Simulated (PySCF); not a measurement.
# Hf (hafnium, neutral) across methods

[Xe] 4f14 5d2 6s2, high-spin 3F determinant. Calculation: PySCF 2.14, in aug-cc-pwCVDZ-PP with ECP60MDF (6s6p5d3f, 70 functions); scalar relativity through the core potential. The B2PLYP total includes its PT2 part (frozen core); its orbital energies are those of the SCF part.

```json
{"method": "wB97X", "E (hartree)": "-48.4428", "mean ε 6s α (eV)": "-7.440", "mean ε 6s β (eV)": "-7.048", "mean ε 5d α (eV)": "-6.462", "Σ⟨r²⟩ (bohr²)": "58.38", "⟨S²⟩": "2.002"}
{"method": "CAM-B3LYP", "E (hartree)": "-48.3969", "mean ε 6s α (eV)": "-6.730", "mean ε 6s β (eV)": "-6.086", "mean ε 5d α (eV)": "-5.576", "Σ⟨r²⟩ (bohr²)": "58.69", "⟨S²⟩": "2.003"}
{"method": "r2SCAN", "E (hartree)": "-48.4517", "mean ε 6s α (eV)": "-5.357", "mean ε 6s β (eV)": "-4.528", "mean ε 5d α (eV)": "-3.811", "Σ⟨r²⟩ (bohr²)": "59.31", "⟨S²⟩": "2.011"}
{"method": "LDA", "E (hartree)": "-48.3037", "mean ε 6s α (eV)": "-5.441", "mean ε 6s β (eV)": "-4.710", "mean ε 5d α (eV)": "-3.398", "Σ⟨r²⟩ (bohr²)": "58.74", "⟨S²⟩": "2.003"}
{"method": "M06-L", "E (hartree)": "-48.4508", "mean ε 6s α (eV)": "-5.086", "mean ε 6s β (eV)": "-4.481", "mean ε 5d α (eV)": "-3.466", "Σ⟨r²⟩ (bohr²)": "58.51", "⟨S²⟩": "2.005"}
{"method": "UHF", "E (hartree)": "-47.94519", "mean ε 6s α (eV)": "-7.073", "mean ε 6s β (eV)": "-5.827", "mean ε 5d α (eV)": "-7.353", "Σ⟨r²⟩ (bohr²)": "61.06", "⟨S²⟩": "2.016"}
{"method": "PBE", "E (hartree)": "-48.4549", "mean ε 6s α (eV)": "-5.252", "mean ε 6s β (eV)": "-4.480", "mean ε 5d α (eV)": "-3.447", "Σ⟨r²⟩ (bohr²)": "58.94", "⟨S²⟩": "2.003"}
{"method": "PBE0", "E (hartree)": "-48.4233", "mean ε 6s α (eV)": "-5.856", "mean ε 6s β (eV)": "-5.047", "mean ε 5d α (eV)": "-4.497", "Σ⟨r²⟩ (bohr²)": "58.82", "⟨S²⟩": "2.004"}
{"method": "B2PLYP", "E (hartree)": "-48.2732", "mean ε 6s α (eV)": "-6.211", "mean ε 6s β (eV)": "-5.432", "mean ε 5d α (eV)": "-5.412", "Σ⟨r²⟩ (bohr²)": "59.48", "⟨S²⟩": "2.005"}
```

Energies and moments cover only the electrons outside the core potential. Spin-orbit coupling, absent here, splits the open shell strongly.
